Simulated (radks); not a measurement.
Values are calculated unless marked as measured or tabulated.
Spherical quantum dot in the effective-mass picture: electrons in a hard-walled sphere of radius 1.78, all in effective atomic units (hartree* = m*/eps^2 hartree, bohr* = eps/m* bohr), one dielectric constant everywhere. Level of theory: non-relativistic Kohn-Sham, exchange-only LDA, spin-polarised, spherical densities (a radial shooting solver with Libxc functionals). Levels are named by radial order and angular momentum (1s, 1p, 1d, 2s, ...), and open shells are averaged over m. Results are scaled to m* = 0.067 and eps = 12.3, for which hartree* = 12.05 meV and bohr* = 9.715 nm.

N = 16, configuration 1s2 1p6 1d(up 5, down 3). This is the lowest configuration that the search found. Occupied and some empty levels:

| level | occupation | eigenvalue (meV) | <r> (nm) |
|---|---|---|---|
| 1s up | 1 | 165.79 | 10.20 |
| 1s down | 1 | 166.68 | 10.17 |
| 1p up | 3 | 179.56 | 11.17 |
| 1p down | 3 | 180.53 | 11.17 |
| 1d up | 5 | 200.11 | 11.83 |
| 1d down | 3 | 201.12 | 11.83 |
| 2s up | 0 | 223.54 | 8.109 |
| 2s down | 0 | 224.08 | 8.116 |
| 1f up | 0 | 226.55 | 12.32 |
| 1f down | 0 | 227.57 | 12.32 |
| 2p up | 0 | 259.77 | 9.151 |
| 2p down | 0 | 260.42 | 9.148 |

Energy (meV): total 1865.67, kinetic 809.24, external 0, Hartree 1198.2, exchange-correlation -141.78.

Electron density:

| r (nm) | n(r) (e/nm^3) |
|---|---|
| 0.897 | 0.0002259 |
| 1.76 | 0.0002535 |
| 2.62 | 0.0003020 |
| 3.48 | 0.0003752 |
| 4.35 | 0.0004761 |
| 5.21 | 0.0006063 |
| 6.07 | 0.0007639 |
| 6.93 | 0.0009421 |
| 7.79 | 0.001127 |
| 8.65 | 0.001299 |
| 9.52 | 0.001432 |
| 10.4 | 0.001499 |
| 11.2 | 0.001476 |
| 12.1 | 0.001347 |
| 13.0 | 0.001119 |
| 13.8 | 0.0008256 |
| 14.7 | 0.0005104 |
| 15.6 | 0.0002377 |
| 16.4 | 0.00006088 |
| 17.3 | 1.472e-07 |
